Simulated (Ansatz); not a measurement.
# A geometry optimisation of C6H7Al with r2SCAN-D4/def2-SVP

The starting geometry of this gas-phase singlet was optimised with GFN2-xTB; its bonds are those of `C#C[C@@H]1CC=[CH][AlH]1`.

```json
{"atom": "C", "x (Å)": "-3.2689", "y (Å)": "2.8173", "z (Å)": "-2.1254"}
{"atom": "C", "x (Å)": "-2.5528", "y (Å)": "2.1094", "z (Å)": "-1.4733"}
{"atom": "C", "x (Å)": "-1.6837", "y (Å)": "1.2800", "z (Å)": "-0.6761"}
{"atom": "C", "x (Å)": "-1.0857", "y (Å)": "2.0523", "z (Å)": "0.5288"}
{"atom": "C", "x (Å)": "0.3478", "y (Å)": "1.6922", "z (Å)": "0.8388"}
{"atom": "C", "x (Å)": "1.1433", "y (Å)": "0.9901", "z (Å)": "0.0176"}
{"atom": "Al", "x (Å)": "0.0153", "y (Å)": "0.6039", "z (Å)": "-1.5360"}
{"atom": "H", "x (Å)": "-3.8900", "y (Å)": "3.4332", "z (Å)": "-2.7040"}
{"atom": "H", "x (Å)": "-2.2946", "y (Å)": "0.4491", "z (Å)": "-0.2872"}
{"atom": "H", "x (Å)": "-1.6883", "y (Å)": "1.8940", "z (Å)": "1.4286"}
{"atom": "H", "x (Å)": "-1.1152", "y (Å)": "3.1281", "z (Å)": "0.3240"}
{"atom": "H", "x (Å)": "0.6962", "y (Å)": "2.0816", "z (Å)": "1.7933"}
{"atom": "H", "x (Å)": "2.1670", "y (Å)": "0.8143", "z (Å)": "0.3328"}
{"atom": "H", "x (Å)": "0.2387", "y (Å)": "0.0679", "z (Å)": "-2.9670"}
```

Where would you expect an optimisation with r2SCAN-D4/def2-SVP to take it?

New bonds form, giving a structure given below by its coordinates. Distances that change by over a tenth: C3–Al7 (2.02 → 2.37 Å). Contacts that close: C1–Al7 (4.00 → 2.03 Å), C2–Al7 (2.98 → 2.11 Å).

The energy falls by 0.71 eV over 30 steps:

```
step  E − E(last) (eV)
   1             0.707
   4             0.590
   7             0.585
  11             0.556
  14             0.490
  17             0.412
  20             0.260
  24             0.004
  27             0.000
  30             0.000
```

Final geometry (Å):

```xyz
14

C    -1.8592    2.4747   -2.4401
C    -2.2664    2.0344   -1.2951
C    -2.1112    1.2747   -0.1794
C    -1.2639    1.7341    0.9985
C     0.1928    1.9552    0.6571
C     0.7422    1.6673   -0.5436
Al   -0.5093    1.0509   -1.9124
H    -2.1996    3.2745   -3.0959
H    -2.7549    0.3936   -0.0530
H    -1.3360    0.9773    1.7998
H    -1.6807    2.6588    1.4430
H     0.7933    2.3742    1.4812
H     1.8216    1.8492   -0.6352
H    -0.5395   -0.3056   -2.7297
```

The end wasn't checked by frequencies. Run with Ansatz 0.2.0, 65 s on 4 threads of Arm Neoverse V1, on a shared host.
